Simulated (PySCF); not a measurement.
Isomers of C8H16Si, mass 140.102 u with the commonest isotopes. Method used: PBE0/pcSseg-1 in PySCF (dipole) on a GFN2-xTB geometry, gas phase. One conformer each, none proved a minimum here; rigid rotors.

Task: Order these by rotational constant A, largest first.
A. `[CH2:1]1[CH2:2][CH2:3][CH:4]([C@@H:5]2[CH2:6][CH2:7][SiH2:8]2)[CH2:9]1` with C3–C4–C5–C6 -69°, C9–C1–C2–C3 42°, C1–C2–C3–C4 -38°, C2–C3–C4–C5 -102°, C4–C5–C6–C7 -134°
B. `[CH2:1]=[C:2]([CH3:3])/[CH:4]=[C:5](\[SiH3:6])[CH:7]([CH3:8])[CH3:9]` with C1–C2–C4–C5 172°, C4–C5–C7–C8 -98°
C. `CC(C)(C)[C@H]1C=CC[SiH2]1`
D. `[CH2:1]=[CH:2][C@@:3]1([CH2:4][CH2:5][CH3:6])[SiH2:7][C@H:8]1[CH3:9]` with C1–C2–C3–C4 -26°, C2–C3–C4–C5 -59°, C3–C4–C5–C6 -65°
E. `[CH3:1][CH:2]([CH3:3])[C@@H:4]1[CH:5]=[CH:6][CH2:7][Si@H:8]1[CH3:9]` with C1–C2–C4–C5 180°
F. `[CH2:1]1[CH2:2][CH2:3][Si:4]2([CH2:5]1)[CH2:6][CH2:7][CH2:8][CH2:9]2` with C5–C1–C2–C3 53°, C1–C2–C3–Si4 -39°, C2–C3–Si4–C5 14°, C3–Si4–C5–C1 14°

Result: A (2967 MHz), F (2856 MHz), C (2224 MHz), E (1835 MHz), B (1670 MHz), D (1571 MHz).

Task: Order these by dipole moment, smallest first.
A. `[CH2:1]1[CH2:2][CH2:3][Si:4]2([CH2:5]1)[CH2:6][CH2:7][CH2:8][CH2:9]2` with C5–C1–C2–C3 53°, C1–C2–C3–Si4 -39°, C2–C3–Si4–C5 14°, C3–Si4–C5–C1 14°
B. `[CH2:1]=[CH:2][C@@:3]1([CH2:4][CH2:5][CH3:6])[SiH2:7][C@H:8]1[CH3:9]` with C1–C2–C3–C4 -26°, C2–C3–C4–C5 -59°, C3–C4–C5–C6 -65°
C. `[CH3:1][CH:2]([CH3:3])[C@@H:4]1[CH:5]=[CH:6][CH2:7][Si@H:8]1[CH3:9]` with C1–C2–C4–C5 180°
D. `CC(C)(C)[C@H]1C=CC[SiH2]1`

Result: A (0.00 D), D (0.27 D), C (0.46 D), B (0.72 D).

Task: Order these by rotational constant B, smallest first.
A. `[CH2:1]1[CH2:2][CH2:3][Si:4]2([CH2:5]1)[CH2:6][CH2:7][CH2:8][CH2:9]2` with C5–C1–C2–C3 53°, C1–C2–C3–Si4 -39°, C2–C3–Si4–C5 14°, C3–Si4–C5–C1 14°
B. `[CH2:1]=[C:2]([CH3:3])/[CH:4]=[C:5](\[SiH3:6])[CH:7]([CH3:8])[CH3:9]` with C1–C2–C4–C5 172°, C4–C5–C7–C8 -98°
C. `[CH:1]#[C:2][C@@:3]([CH3:4])([CH2:5][CH3:6])[CH2:7][SiH2:8][CH3:9]` with C2–C3–C5–C6 60°, C2–C3–C7–Si8 68°, C3–C7–Si8–C9 -55°
D. `[CH3:1][CH:2]([CH3:3])[C@@H:4]1[CH:5]=[CH:6][CH2:7][Si@H:8]1[CH3:9]` with C1–C2–C4–C5 180°
E. `[CH2:1]1[CH2:2][CH2:3][CH:4]([C@@H:5]2[CH2:6][CH2:7][SiH2:8]2)[CH2:9]1` with C3–C4–C5–C6 -69°, C9–C1–C2–C3 42°, C1–C2–C3–C4 -38°, C2–C3–C4–C5 -102°, C4–C5–C6–C7 -134°
F. `[CH2:1]=[CH:2][C@@:3]1([CH2:4][CH2:5][CH3:6])[SiH2:7][C@H:8]1[CH3:9]` with C1–C2–C3–C4 -26°, C2–C3–C4–C5 -59°, C3–C4–C5–C6 -65°

Result: E (817.6 MHz), A (886.4 MHz), C (915.7 MHz), B (947.6 MHz), F (1074 MHz), D (1098 MHz).

```
                     SMILES  point group  Ia (u·Å²)  Ib (u·Å²)  Ic (u·Å²)      κ  μa (D)  μb (D)  μc (D)
   CC(C)[C@@H]1C=CC[Si@H]1C           C1     275.37     460.15     660.77  -0.38    0.16    0.33    0.27
         C1CC[Si]2(C1)CCCC2           D2     176.94     570.17     593.69  -0.96    0.00    0.00    0.00
   C=C(C)/C=C(\[SiH3])C(C)C           C1     302.58     533.32     747.91  -0.45    0.09    0.46    0.13
C=C[C@@]1(CCC)[SiH2][C@H]1C           C1     321.62     470.68     544.21  -0.55    0.40    0.55    0.25
  CC(C)(C)[C@H]1C=CC[SiH2]1           C1     227.27     474.05     570.17  -0.73    0.14    0.22    0.07
    C#C[C@@](C)(CC)C[SiH2]C           C1     273.32     551.88     623.19  -0.80    0.56    0.00    0.07
  C1CCC([C@@H]2CC[SiH2]2)C1           C1     170.32     618.13     731.51  -0.89    0.16    0.20    0.02
```
